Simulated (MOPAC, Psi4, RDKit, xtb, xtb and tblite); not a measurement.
Two geometries of SMILES O=CCCB(O)O, relaxed at GFN2-xTB with one dihedral held; other torsions can differ between them too.

Structure A

```
14

O      1.4068     0.2725     1.3591
C      1.8812     0.0285     0.2848
C      1.1235    -0.2396    -0.9786
C     -0.3983    -0.1992    -0.7942
B     -1.1462     0.9019    -1.6838
O     -2.4893     1.1125    -1.6184
O     -0.4327     1.6586    -2.5430
H      2.9814    -0.0130     0.1482
H      1.4646    -1.2001    -1.3710
H      1.4363     0.5191    -1.7010
H     -0.5938     0.0074     0.2628
H     -0.8225    -1.1866    -0.9866
H     -2.9782     0.5788    -0.9951
H     -0.9590     2.2971    -3.0258
```

Structure B

```
14

O     -2.4722     0.1188     1.0814
C     -2.0078    -0.4221     0.1152
C     -1.0544     0.2050    -0.8542
C      0.3619    -0.4123    -0.6870
B      0.5047    -1.5497     0.4454
O      0.2140    -1.3658     1.7573
O      0.9917    -2.7475     0.0678
H     -2.2418    -1.4805    -0.1132
H     -1.4195     0.0172    -1.8639
H     -1.0290     1.2818    -0.6817
H      0.6890    -0.8259    -1.6390
H      1.0566     0.3931    -0.4448
H     -0.1633    -0.5292     2.0257
H      1.0895    -3.3772     0.7841
```

Task: Which is lower in energy at the level PBE0-D3(BJ)/def2-TZVP // GFN2-xTB (Psi4 1.11), and by how much?

Result: A is lower, by 16.22 kJ/mol (dihedral C2–C3–C4–B5: 120° in A, 0° in B).

E(B) − E(A) in kJ/mol at the other levels, on the same two geometries: GFN2-xTB (xtb and tblite) 6.60; PBE0/def2-TZVP // GFN2-xTB (Psi4) 18.07; PBE/def2-TZVP // GFN2-xTB (Psi4) 17.65; PBE-D3(BJ)/def2-TZVP // GFN2-xTB (Psi4) 15.61; UFF // GFN2-xTB (RDKit) 17.25; PM7, restricted, heats of formation // GFN2-xTB (MOPAC) -2.05; AM1, restricted, heats of formation // GFN2-xTB (MOPAC) 12.47; GFN1-xTB // GFN2-xTB (xtb) 5.65.
